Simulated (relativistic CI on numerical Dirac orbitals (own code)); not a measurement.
Radial parameters of Ir⁶⁹⁺

These numbers are calculated, not measured: Dirac-Coulomb-Breit CI, orbitals from a KLI potential per configuration, QED by a radiative potential, unscaled Slater integrals (own radial code, finite nucleus).

Slater integrals F^k, G^k are unscaled and averaged over j, outside the closed core 1s2; ζ comes from projecting the Hamiltonian with its Breit term on Σ l·s of the shell.

- 2s²2p⁴: F^2(2p,2p) = 1.469e+06, ζ(2p) = 9.0989e+06 cm⁻¹; <r>(2p) = 0.06364, <r^2>(2p) = 0.004953 (bohr units).
- 2s2p⁵: G^1(2s,2p) = 1.5976e+06, ζ(2p) = 9.0804e+06 cm⁻¹; <r>(2s) = 0.0712, <r^2>(2s) = 0.006039, <r>(2p) = 0.0637, <r^2>(2p) = 0.004962 (bohr units).
- 2p⁵3s: ζ(2p) = 9.1629e+06, G^1(2p,3s) = 161020 cm⁻¹; <r>(2p) = 0.06349, <r^2>(2p) = 0.004931, <r>(3s) = 0.1691, <r^2>(3s) = 0.03274 (bohr units).

Averages of the first 10 configurations, taken without configuration mixing, which lowers the lowest level and can move excited configurations by several eV; other configurations of the list can lie among them:

| Configuration | Parity | States | Average energy above the lowest level (eV) |
| --- | --- | --- | --- |
| 2s²2p⁴ | even | 15 | 1137.7 |
| 2s2p⁵ | odd | 12 | 2717.9 |
| 2p⁶ | even | 1 | 4363.5 |
| 2p⁵3s | odd | 12 | 14226.3 |
| 2s²2p³3s | odd | 40 | 11074.4 |
| 2p⁵3p | even | 36 | 14670.9 |
| 2p⁵3d | odd | 60 | 15034.7 |
| 2s²2p³3p | even | 120 | 11531.7 |
| 2s²2p³3d | odd | 200 | 11895.5 |
| 2s2p⁴3s | even | 60 | 12617.5 |
